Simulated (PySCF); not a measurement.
## Correlation energy of V (vanadium, neutral)

[Ar] 3d3 4s1 4p1, one real determinant (an excited configuration). All numbers are calculated (PySCF 2.14, no relativity, point nucleus, in def2-TZVPPD (6s6p4d2f1g, 67 functions)). Frozen: [Ne]; 13 electrons correlated.

| level | correlation energy (mhartree) |
| --- | --- |
| CCSD | -330.07 |
| (T) | -7.58 |
| CCSD(T) | -337.65 |

Diagnostics: T1 = 0.017, D1 = 0.0727, largest double amplitude 0.035.

The real determinant used has ⟨L²⟩ near 14 against 20 for a pure G term, so it mixes terms.

Cost of the coupled-cluster step: roughly 30 core-seconds, for 13 correlated electrons.

The reference is one real determinant that mixes LS terms of this configuration.

This basis was not built for core-valence correlation, so the inner-shell part is incomplete.
